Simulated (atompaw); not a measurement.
## What one change does to a pseudopotential (N (Z = 7), PAW (atompaw))

atompaw 4.2.0.5 input, output lines left out:

```
N 7
LDA-PW scalarrelativistic loggrid 1500 logderivrange -3 5 201
2 2 0 0 0 0
2 1 3
0 0 0
c
v
v
1
1.95 1.70 1.30 1.70
y
0.15
n
y
0.5
n
bloechl sinc
2 0 troulliermartins
```

Change: all radii scaled by about 1.29 (s 2.52, p 2.52 bohr); local potential troulliermartins scheme with l = 2 at 0 Ry, radius 1.68 bohr; augmentation sinc compensation charge, radius 2.20 bohr; PAW radius 2.52 bohr; waves and projectors: bloechl; core correction smooth core density matched at 2.20 bohr.

Cutoffs: the cutoffs (Ry, on a coarse ladder) from which the occupation-weighted sum of valence levels, in a spherical-Bessel basis at the reference potential, stays within 10 and 1 mRy of its value at 400 Ry; they do not see the model core or the augmentation charge, which bear on the density cutoff.

Problem. What does the change do?

Solution. The potential gets softer (45 Ry and 80 Ry → 30 Ry and 50 Ry); neither file shows a bound ghost. A larger radius leaves more room for a smooth pseudo-wave, so fewer plane waves are needed.

```csv
quantity,base,changed
"cutoff, loose",45 Ry,30 Ry
"cutoff, tight",80 Ry,50 Ry
loose cutoff by channel (10 mRy a level),"s 30 Ry, p 35 Ry","s 18 Ry, p 25 Ry"
bound ghosts,none,none
lowest overlap eigenvalue by channel,"s 0.51, p 1.00","s 0.60, p 1.00"
```

 The cutoffs see the waves, projectors and local potential, not the compensation charge or the core.
